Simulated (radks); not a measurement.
Results of a calculation; reference values are marked as such.
Ionisation of neutral iron, [Ar] 3d6 4s2, to Fe+, [Ar] 3d6 4s1, under several functionals. Scalar-relativistic Kohn-Sham, spin-polarised, spherical densities, point nucleus; open shells are filled with parallel spins first; a radial shooting solver on a logarithmic mesh with Libxc functionals.

| functional | E(Fe) (hartree) | Exc (hartree) | IE (eV) | -e(HOMO) (eV) | <r> HOMO (bohr) | IE error (eV) |
|---|---|---|---|---|---|---|
| AM05 | -1270.47888 | -53.56369 | 7.781 | 4.816 | 3.112 | -0.121 |
| revPBE | -1272.72731 | -55.85575 | 7.720 | 4.795 | 3.123 | -0.182 |
| LDA (Slater exchange, VWN5 correlation) | -1270.32851 | -53.40846 | 8.153 | 5.045 | 3.075 | +0.250 |
| B86b exchange with PBE correlation | -1272.88389 | -56.01471 | 7.856 | 4.877 | 3.101 | -0.046 |
| exchange-only B88 | -1271.74321 | -54.84177 | 6.972 | 4.084 | 1.241 | -0.930 |
| PBEsol | -1271.39828 | -54.49759 | 7.791 | 4.866 | 3.100 | -0.112 |
| OLYP | -1273.11503 | -56.30584 | 7.657 | 4.605 | 3.165 | -0.245 |

NIST Atomic Spectra Database: 7.902 eV (measured). Closest: B86b exchange with PBE correlation. The Delta-SCF values span 1.18 eV, the total energies 2.79 hartree. The highest occupied level is 4s. Open shells are spherical and high-spin; term and fine-structure splittings are not resolved.
